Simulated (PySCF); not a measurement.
## Electron correlation in Ge¹⁶⁺ (germanium, charge +16)

[Ne] 3s2 3p4, high-spin 3P determinant. All numbers are calculated (PySCF 2.14, scalar relativity by spin-free X2C-1e, in an uncontracted even-tempered set (19 s from 1.1 bohr⁻², ratio 2.5; 12 p from 1.4 bohr⁻², ratio 2.5; 5 d from 8.6 bohr⁻², ratio 2.7; 4 f from 13 bohr⁻², ratio 2.7)). Frozen: 1s2; 14 electrons correlated; the 22 highest virtual orbitals of each spin left out.

```csv
level,correlation energy (mhartree)
CCSD,-545.56
(T),-2.62
CCSD(T),-548.18
```

Diagnostics: T1 = 0.0018, D1 = 0.0079, largest double amplitude 0.031.

Spin-orbit coupling is strong in this species (close to jj coupling), so the high-spin LS determinant is a model state, not a physical level.

Cost of the coupled-cluster step: roughly 26 core-seconds, for 14 correlated electrons.

At this charge the one-electron X2C treatment keeps the bare 1/r₁₂, with no two-electron picture change or Breit term. The effect here is smaller than on the frozen 1s shell; and a scalar Hamiltonian misses the large spin-orbit splitting of the p shells, which matters for ns² → np² pairs.

Spin-orbit coupling is strong in this species, so the high-spin LS determinant is a model state.
